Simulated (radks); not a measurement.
Removal energies from the manganese ion Mn13+, [Ne] 3s2, by Delta-SCF beside the eigenvalue of the level emptied. Method: non-relativistic Kohn-Sham, PBE, spin-polarised, spherical densities, point nucleus; computed with a radial shooting solver on a logarithmic mesh with Libxc functionals. Open shells are filled with parallel spins first.

[
 {"removed from": "3s", "final configuration": "[Ne] 3s1", "Delta-SCF (eV)": "400.82", "-eigenvalue (eV)": "387.11"},
 {"removed from": "2p", "final configuration": "[He] 2s2 2p5 3s2", "Delta-SCF (eV)": "1046.8", "-eigenvalue (eV)": "1004.2"},
 {"removed from": "2s", "final configuration": "[He] 2s1 2p6 3s2", "Delta-SCF (eV)": "1142.6", "-eigenvalue (eV)": "1105.5"},
 {"removed from": "1s", "final configuration": "1s1 2s2 2p6 3s2", "Delta-SCF (eV)": "6906.6", "-eigenvalue (eV)": "6766.6"}
]
